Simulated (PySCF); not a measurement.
## Dipole response of V²⁺ (vanadium, charge +2)

[Ar] 3d3, high-spin 4F determinant. All numbers are calculated (PySCF 2.14, no relativity, point nucleus, in def2-QZVPPD). Coupled (time-dependent) response in atomic units; α is the mean over directions.

```csv
method,mean α (bohr³),C₆ (like pair),S(−4)
TPSSh,4.558,13.79,14.94
revPBE,4.789,14.40,18.08
```

S(−4) is the Cauchy moment in α(ω) = α(0) + S(−4) ω² + …

α(iu) at revPBE:

| u (hartree) | α(iu) (bohr³) |
| --- | --- |
| 0 | 4.789 |
| 0.0500 | 4.744 |
| 0.100 | 4.621 |
| 0.200 | 4.232 |
| 0.300 | 3.804 |
| 0.500 | 3.107 |
| 0.750 | 2.503 |
| 1.00 | 2.065 |
| 1.50 | 1.463 |
| 2.00 | 1.079 |
| 3.00 | 0.6466 |
| 5.00 | 0.3017 |

For an ion, C₆ is the dispersion term alone; charge-induced terms of lower order in 1/R come first.
